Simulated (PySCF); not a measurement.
# Telling isomers of C6H13P apart by NMR

Theory: GIAO PBE0/pcSseg-1 shieldings, geometry: GFN2-xTB, in PySCF 2.14 (non-relativistic Hamiltonian, single conformer, no solvent model, one averaged value for each set of equivalent atoms).

Scale: ¹H (σref 31.72) and ¹³C (σref 186.93) against TMS (reference shieldings calculated alike). Splittings of carbon signals by F and P are missing where no couplings were computed. Where no couplings were computed, multiplicities follow the n + 1 count of equivalent neighbours, and m marks all less simple cases (inequivalent or close neighbours, rings, F or P nearby). Shifts are as computed. Against solution values, carbons near 30 ppm lie about +3 ppm off and those near 130 ppm about +5 ppm. Of 1211 compounds with measured shifts, 218 miss one by over three times the rms of a fit or turn the order of signals round; such compounds aren't used in these exercises.

(1) Tabulate the signals of `PC1CCCCC1`, `C/C=P\CC(C)C`, `C=PC(C)(C)CC` and their relative energies.

(2) What is the quickest way to tell PC1CCCCC1 from C=PC(C)(C)CC?

(3) What is the quickest way to tell C/C=P\CC(C)C from C=PC(C)(C)CC?

(4) What is the quickest way to tell PC1CCCCC1 from C/C=P\CC(C)C?

Results:

(1) 
| SMILES | carbon types | δC | δH | E rel. (kcal/mol) |
| --- | --- | --- | --- | --- |
| PC1CCCCC1 | 1×CH 5×CH2 | 36.7, 31.7, 30.9, 30.0 | 2.66 (m, 2H), 2.17 (m, 1H), 1.81 (m, 2H), 1.76 (m, 1H), 1.66 (m, 2H), 1.25 (m, 2H), 1.20 (m, 1H), 1.12 (m, 2H) | 0.0 |
| C/C=P\CC(C)C | 2×CH 1×CH2 3×CH3 | 198.4, 44.1, 30.4, 26.2, 21.9 | 8.86 (m, 1H), 2.32 (m, 3H), 1.93 (m, 1H), 1.73 (m, 2H), 1.12 (d, 6H) | 19.7 |
| C=PC(C)(C)CC | 1×C 2×CH2 3×CH3 | 175.4, 46.8, 38.7, 28.5, 14.0 | 8.26 (m, 1H), 8.17 (m, 1H), 1.65 (m, 2H), 1.27 (m, 6H), 0.97 (t, 3H) | 23.0 |

Energies are electronic energies at PBE0/pcSseg-1 on these geometries, without zero-point or thermal terms, each for the one conformer computed, which needn't be the lowest.

(2) Count the carbon signals: 4 against 5. The first has an sp3 CH bonded to P at 31.7 ppm, the second a carbon double-bonded to a heavier main-group atom (CH2) at 175.4 ppm. Their most deshielded carbons lie at 36.7 and 175.4 ppm. In the proton spectra the most deshielded non-exchanging signals are 2.66 (m, 2H) and 8.26 (m, 1H).

(3) Both give the same number of carbon signals, but DEPT or the intensities differ. The first has a carbon double-bonded to a heavier main-group atom (CH) at 198.4 ppm, the second a carbon double-bonded to a heavier main-group atom (CH2) at 175.4 ppm. In the proton spectra the most deshielded non-exchanging signals are 8.86 (m, 1H) and 8.26 (m, 1H).

(4) Count the carbon signals: 4 against 5. The first has an sp3 CH2 in a ring at 30.0 ppm, the second a carbon double-bonded to a heavier main-group atom (CH) at 198.4 ppm. Their most deshielded carbons lie at 36.7 and 198.4 ppm. In the proton spectra the most deshielded non-exchanging signals are 2.66 (m, 2H) and 8.86 (m, 1H).
